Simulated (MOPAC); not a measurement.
Job for MOPAC: PM7 on H5InSi (SMILES [SiH3][InH2]), a point of a bond scan (R = 1.738 Å).

```
PM7 1SCF PRECISE CHARGE=0 THREADS=1
H5InSi

In    -0.32667194 1    -0.55207065 1     0.06665595 1
H      0.14657996 1    -1.70442368 1     1.27819121 1
H     -1.69916802 1    -0.94453524 1    -0.92206221 1
Si     0.98424778 1     1.66633835 1    -0.20679277 1
H      0.75722458 1     2.53069909 1     0.98114900 1
H      0.57858736 1     2.43360543 1    -1.41049999 1
H      2.44423217 1     1.40737952 1    -0.29782067 1
```

Program output:

```
*******************************************************************************
 **                                                                           **
 **                              MOPAC v23.2.5                                **
 **                                                                           **
 *******************************************************************************
 ** MOPAC's Digital Object Identifier: https://doi.org/10.5281/zenodo.6511958 **
 **                                                                           **
 ** Please cite the open-source release paper for use of this MOPAC version:  **
 ** J. E. Moussa and J. J. P. Stewart (2026)                                  **
 ** MOPAC: An open-source semiempirical molecular orbital program             **
 ** J. Open Source Softw., 11(119), 8025, https://doi.org/10.21105/joss.08025 **
 *******************************************************************************

                              PM7 CALCULATION RESULTS

 *******************************************************************************
 *  PM7        - The PM7 Hamiltonian to be used
 *
 *
 *
 *                 CHARGE ON SYSTEM = 0
 *
 *
 *
 *  PRECISE    - TIGHTER CRITERIA TO BE USED
 *  1SCF       - DO 1 SCF AND THEN STOP
 *  THREADS=1  - MULTI-THREADING NOT USED
 *  T=         - A TIME OF 172800.0 SECONDS REQUESTED
 *  DUMP=N     - RESTART FILE WRITTEN EVERY 7200.0 SECONDS REQUESTED
 *******************************************************************************
PM7 1SCF PRECISE CHARGE=0 THREADS=1
 H5InSi

   ATOM   CHEMICAL          X               Y               Z
  NUMBER   SYMBOL      (ANGSTROMS)     (ANGSTROMS)     (ANGSTROMS)

     1      In         -0.32667194  *  -0.55207065  *   0.06665595  *
     2       H          0.14657996  *  -1.70442368  *   1.27819121  *
     3       H         -1.69916802  *  -0.94453524  *  -0.92206221  *
     4      Si          0.98424778  *   1.66633835  *  -0.20679277  *
     5       H          0.75722458  *   2.53069909  *   0.98114900  *
     6       H          0.57858736  *   2.43360543  *  -1.41049999  *
     7       H          2.44423217  *   1.40737952  *  -0.29782067  *



          CARTESIAN COORDINATES

    NO.       ATOM           X           Y           Z

     1        In         -0.3267     -0.5521      0.0667
     2         H          0.1466     -1.7044      1.2782
     3         H         -1.6992     -0.9445     -0.9221
     4        Si          0.9842      1.6663     -0.2068
     5         H          0.7572      2.5307      0.9811
     6         H          0.5786      2.4336     -1.4105
     7         H          2.4442      1.4074     -0.2978

 General Reference for PM7:
 "Optimization of Parameters for Semiempirical Methods VI: More Modifications to the
 NDDO Approximations and Re-optimization of Parameters", J. J. P. Stewart, J. Mol. Mod., 1:32, 19 (2013)
 https://link.springer.com/article/10.1007/s00894-012-1667-x

           Empirical Formula: H5 In Si  =     7 atoms



      MOLECULAR POINT GROUP   :   C1


      RHF CALCULATION, NO. OF DOUBLY OCCUPIED LEVELS = 6


 -------------------------------------------------------------------------------
 PM7 1SCF PRECISE CHARGE=0 THREADS=1
 H5InSi



     1SCF WAS SPECIFIED, SO BFGS WAS NOT USED
     SCF FIELD WAS ACHIEVED


                              PM7 CALCULATION
                                                       MOPAC v23.2.5 Linux




          FINAL HEAT OF FORMATION =        230.59516 KCAL/MOL =     964.81014 KJ/MOL


          COSMO AREA              =        116.82 SQUARE ANGSTROMS
          COSMO VOLUME            =        104.95 CUBIC ANGSTROMS

          IONIZATION POTENTIAL    =          9.648238 EV
          HOMO LUMO ENERGIES (EV) =         -9.648  1.455
          NO. OF FILLED LEVELS    =          6
          MOLECULAR WEIGHT        =        147.9450         POINT GROUP:  C1

          MOLECULAR DIMENSIONS (Angstroms)

            Atom       Atom       Distance
            H     6    H     2     4.95368
            H     3    H     7     4.37493
            H     7    H     5     2.23661


          SCF CALCULATIONS        =          1





   ATOM   CHEMICAL          X               Y               Z
  NUMBER   SYMBOL      (ANGSTROMS)     (ANGSTROMS)     (ANGSTROMS)

     1      In         -0.32667194  *  -0.55207065  *   0.06665595  *
     2       H          0.14657996  *  -1.70442368  *   1.27819121  *
     3       H         -1.69916802  *  -0.94453524  *  -0.92206221  *
     4      Si          0.98424778  *   1.66633835  *  -0.20679277  *
     5       H          0.75722458  *   2.53069909  *   0.98114900  *
     6       H          0.57858736  *   2.43360543  *  -1.41049999  *
     7       H          2.44423217  *   1.40737952  *  -0.29782067  *

                             CARTESIAN COORDINATES

   1   In       -0.326671940    -0.552070650     0.066655950
   2    H        0.146579960    -1.704423680     1.278191210
   3    H       -1.699168020    -0.944535240    -0.922062210
   4   Si        0.984247780     1.666338350    -0.206792770
   5    H        0.757224580     2.530699090     0.981149000
   6    H        0.578587360     2.433605430    -1.410499990
   7    H        2.444232170     1.407379520    -0.297820670


           Empirical Formula: H5 In Si  =     7 atoms



      MOLECULAR POINT GROUP   :   C1


                  EIGENVALUES
 -16.99738 -12.15024 -11.73523 -11.46063 -11.44889  -9.64824   1.45527   1.47752
   2.93671   3.15566   3.59099   4.16160   8.52321  20.77539  20.78130  20.90429
  21.68595  21.68853


              NET ATOMIC CHARGES AND DIPOLE CONTRIBUTIONS

  ATOM NO.   TYPE          CHARGE      No. of ELECS.   s-Pop       p-Pop       d-Pop
    1         In           0.521072        2.4789     0.66688     1.81205
    2          H          -0.103675        1.1037     1.10368
    3          H          -0.104996        1.1050     1.10500
    4         Si          -0.239185        4.2392     0.93298     3.22626     0.07994
    5          H          -0.024127        1.0241     1.02413
    6          H          -0.024785        1.0248     1.02479
    7          H          -0.024303        1.0243     1.02430
 DIPOLE           X         Y         Z       TOTAL
 POINT-CHG.    -1.606    -2.718     0.322     3.174
 HYBRID         0.622     1.041    -0.144     1.221
 SUM           -0.984    -1.677     0.178     1.953


          ATOMIC ORBITAL ELECTRON POPULATIONS

     Atom    s        px        py        pz      x^2-y^2     xz        z^2       yz        xy
    1 In   0.66688   0.58434   0.67688   0.55083
    2  H   1.10368
    3  H   1.10500
    4 Si   0.93298   1.05282   1.20362   0.96983   0.01873   0.00594   0.01852   0.02879   0.00796
    5  H   1.02413
    6  H   1.02479
    7  H   1.02430

 **********************
 *                    *
 * JOB ENDED NORMALLY *
 *                    *
 **********************




 == MOPAC DONE ==
```

The run finished.

Cost: around 0.020 core-seconds (rough).
